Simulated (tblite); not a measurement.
Run record: tight-binding relaxation, `CC#CBC[Si@H](C)CC`.

Computed with GFN2-xTB geometry optimisation, gas phase (tblite 0.8.0). Start geometry: from a force field or distance geometry. The input is one job of a driver script: a line of settings, then coordinates in Å.

Command:
```bash
OMP_NUM_THREADS=1 python probes_run.py task.json out
```

Input:
```
{"job": {"kind": "relax", "xc": "GFN2-xTB", "basis": "xTB"}, "charge": 0, "multiplicity": 1}
C      3.985700     1.821600     0.025600
C      2.960800     0.780600     0.148600
C      2.139900    -0.089600     0.270000
B      1.059600    -1.169300     0.394300
C     -0.230800    -0.928600     1.305400
Si    -1.769200    -0.849300     0.224600
C     -2.067300    -2.502200    -0.584000
C     -1.585900     0.472700    -1.095300
C     -1.367700     1.841800    -0.485600
H      4.673300     1.560800    -0.788500
H      4.536700     1.915800     0.976500
H      3.477500     2.786200    -0.204100
H      1.151000    -2.167300    -0.221500
H     -0.125100     0.029000     1.848900
H     -0.337400    -1.745600     2.031400
H     -2.919500    -0.520900     1.091300
H     -3.009600    -2.459800    -1.160200
H     -1.226800    -2.754100    -1.259500
H     -2.151800    -3.284200     0.207800
H     -0.729600     0.213200    -1.750500
H     -2.522100     0.484900    -1.706700
H     -0.424300     1.869700     0.090200
H     -1.304400     2.611200    -1.282500
H     -2.224500     2.102900     0.182800
```

Output:
```
step      E/eV     max force
  0    -694.16623    1.524
  1    -694.24487    3.179
  2    -694.31141    0.836
  3    -694.34155    0.272
  4    -694.35754    0.192
  5    -694.36594    0.183
  6    -694.37156    0.178
  7    -694.37725    0.157
  8    -694.38210    0.200
  9    -694.38512    0.161
... (91 lines left out)
101    -694.43025    0.020
102    -694.43036    0.018
103    -694.43046    0.037
104    -694.43053    0.067
105    -694.43060    0.024
106    -694.43066    0.016
107    -694.43073    0.016
108    -694.43077    0.019
109    -694.43080    0.011
110    -694.43082    0.009
```

«max force» is the largest atomic force in eV/Å.

Question: From which step on does the largest force stay under 0.1 eV/Å, and how much energy is left to gain from there?

Answer: From step 19 (0.065 eV/Å), 32.3 meV above the end.

Summary of the converged run: energy lowered by 6.1 kcal/mol over 110 steps; largest atomic force 0.009 eV/Å at the end.

Question: Where do the atoms end?

Answer: 0.361 Å rms from the input after alignment:
```
atom  x, y, z in Å
C1     3.5352    1.9250   -0.1838
C2     2.6875    0.7870    0.0928
C3     1.9730   -0.1599    0.3261
B4     1.0744   -1.3196    0.6466
C5    -0.2514   -1.0742    1.4315
Si6   -1.7256   -0.8377    0.2223
C7    -2.0861   -2.4697   -0.6871
C8    -1.3763    0.5373   -1.0550
C9    -0.9581    1.8599   -0.4210
H10    4.1954    1.7172   -1.0264
H11    4.1442    2.1472    0.6932
H12    2.9257    2.7994   -0.4152
H13    1.3733   -2.3971    0.2858
H14   -0.2113   -0.1840    2.0581
H15   -0.5143   -1.9159    2.0712
H16   -2.9070   -0.4572    1.0288
H17   -2.9650   -2.3874   -1.3189
H18   -1.2521   -2.7626   -1.3183
H19   -2.2635   -3.2777    0.0157
H20   -0.5881    0.2144   -1.7382
H21   -2.2666    0.7018   -1.6651
H22   -0.0282    1.7343    0.1277
H23   -0.8059    2.6258   -1.1807
H24   -1.7209    2.2135    0.2689
```

The run took 1.9 s wall on an Arm Neoverse N1 with one thread, no GPU (shared host).
Labels such as C1 count atoms from 1, the log's own numbers from 0.
